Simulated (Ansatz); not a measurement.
Start from `CN(C)[SiH3]` and change one atom or group to get `C[N](C)[InH2]`.

Ansatz, PBE0-D4/def2-TZVP geometries, multiplicity 1. 

Elements past krypton have def2 core potentials.

```json
{"property": "HOMO energy (ωB97M-V/def2-TZVPP) / eV", "`CN(C)[SiH3]`": "-8.69"}
{"property": "HOMO energy (B3LYP/def2-TZVPP) / eV", "`CN(C)[SiH3]`": "-6.19"}
{"property": "size of the dipole moment (ωB97M-V/def2-TZVPP) / D", "`CN(C)[SiH3]`": "1.02"}
{"property": "zero-point energy (PBE0-D4/def2-TZVP) / kJ/mol", "`CN(C)[SiH3]`": "281.3"}
{"property": "HOMO–LUMO gap (B3LYP/def2-TZVPP) / eV", "`CN(C)[SiH3]`": "6.52"}
{"property": "HOMO energy (PBE/def2-TZVPP) / eV", "`CN(C)[SiH3]`": "-5.09"}
```

Problem. What does the change do to each property? (Estimate.)

Solution. Ansatz gave: 
```tsv
property	`C[N](C)[InH2]`	shift
HOMO energy (ωB97M-V/def2-TZVPP) / eV	-8.19	0.50
HOMO energy (B3LYP/def2-TZVPP) / eV	-5.79	0.40
size of the dipole moment (ωB97M-V/def2-TZVPP) / D	0.03	-0.99
zero-point energy (PBE0-D4/def2-TZVP) / kJ/mol	245.0	-36.3
HOMO–LUMO gap (B3LYP/def2-TZVPP) / eV	4.32	-2.20
HOMO energy (PBE/def2-TZVPP) / eV	-4.83	0.26
```

With PBE0 the HOMO rises by 0.45 eV and the LUMO falls by 1.77 eV, so the gap narrows by about 2.22 eV. PBE moves the HOMO by 0.26 eV and ωB97M-V by 0.50 eV. The zero-point energy changes by -36.3 kJ/mol with -3 modes.

B3LYP here is the variant with VWN-RPA as its local correlation; programs differ in this.
